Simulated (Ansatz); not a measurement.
Isolated molecules relaxed with PBE0-D4/def2-TZVP in Ansatz; ΔE leaves out vibrations. CCSD(T)/CBS is the MP2 limit (def2-TZVPP, def2-QZVPP) plus CCSD(T) − MP2 in def2-TZVPP, frozen cores. This one scheme is used for every species. Functionals use def2-TZVPP. B3LYP here is the variant with VWN-RPA as its local correlation; programs differ in this. Each species was taken in one conformer, which may not be the lowest.

Consider the cleavage of the B–Si bond: `CB[SiH2][AlH2]` + `O=C(O)O` → `CBOC(=O)O` + `[AlH2][SiH3]`.

Task: Is it downhill or uphill in electronic energy at CCSD(T)/CBS, and by how much? (Best estimate.)

Result: Computed: Downhill: ΔE = -123.6 kJ/mol.

Task: What do these levels give: r2SCAN-D4, PBE0-D4, B2PLYP, r2SCAN, B3LYP, HF/def2-TZVPP, SCS-MP2/def2-TZVPP, CCSD/def2-TZVPP, CCSD(T)/def2-TZVPP, HF/def2-QZVPP, MP2/def2-QZVPP, MP2/CBS(def2)? (Best estimate.)

Result: Ansatz gave: r2SCAN-D4 -116.0, PBE0-D4 -111.1, B2PLYP -129.3, r2SCAN -116.5, B3LYP -128.1, HF/def2-TZVPP -146.6, SCS-MP2/def2-TZVPP -131.7, CCSD/def2-TZVPP -128.1, CCSD(T)/def2-TZVPP -125.4, HF/def2-QZVPP -147.9, MP2/def2-QZVPP -126.5, MP2/CBS(def2) -125.3 kJ/mol.

Largest T1 diagnostic among the species: 0.014.

From PBE to PBE0 (25 % exact exchange), in def2-TZVPP and without D4, ΔE moves by −5.7 kJ/mol. In def2-TZVPP, CCSD(T) changes the Hartree–Fock value by +21.2 kJ/mol (the triples alone add +2.7 kJ/mol) and MP2 by +19.6 kJ/mol. The D4 term adds +3.4 kJ/mol with B3LYP and +1.9 kJ/mol with PBE0; it sums over pairs of atoms, weighted by their polarisabilities, and B3LYP, whose exchange is more repulsive, gets the larger term.
